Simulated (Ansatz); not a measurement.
```yaml
crystal:
  periodic: [false, false, false]
  atoms:
    - {symbol: S, position_ang: [-0.892683, 1.053793, 1.814770]}
    - {symbol: C, position_ang: [0.448024, 0.826201, 0.693511]}
    - {symbol: C, position_ang: [0.426486, -0.150129, -0.204559]}
    - {symbol: B, position_ang: [0.723374, -1.154381, -1.295408]}
    - {symbol: N, position_ang: [-0.468435, -1.131470, -0.621459]}
    - {symbol: H, position_ang: [-1.409585, 2.182705, 1.293329]}
    - {symbol: H, position_ang: [1.330121, 1.442215, 0.806892]}
    - {symbol: H, position_ang: [1.332675, -1.706848, -2.142365]}
    - {symbol: H, position_ang: [-1.401376, -1.408287, -0.361813]}
basis:
  gaussian: {orbitals: 6-31G, point_charges: [{charge: -1.00, position_ang: [4.435, -0.902, -0.647]}]}
hamiltonian: {xc: {name: M06-2X}}
accuracy: high
scf: {lower_state_search: full}
```

```sh
$ ansatz run in.yaml --threads 2 --pin off --events-out ev --progress --plain --max-ram 4352MiB
```

Shortened log:

```
Error: YAML parse error: error: line 15 column 19: hamiltonian.xc: no functional is named "M06-2X"; the names, which are not case-sensitive, are SVWN5, SPW92, PBE, PBE0, PBEsol, revPBE, revPBE0, RPBE, rPW86-PBE, HSE06, wPBEh, LC-wPBE, HISS, HF, BLYP, B3LYP, B3LYP5, BHLYP, CAM-B3LYP, r2SCAN, r2SCANh, r2SCAN0, r2SCAN50, m-r2SCAN, B97, wB97, wB97X, wB97X-V, B97M-V, wB97M-V, B2PLYP, B2GP-PLYP, PBE0-DH, PBE-QIDH
13 | basis:
14 |   gaussian: {orbitals: 6-31G, point_charges: [{charge: -1.00, position_ang: [4.435,…
15 | hamiltonian: {xc: {name: M06-2X}}
16 | accuracy: high
17 | scf: {lower_state_search: full}
```

(1) Something in this input is off. What?

## Answers

(1) The method's name isn't one that the program takes here. The program refused the input.

HSE06 is defined as in plane-wave codes.
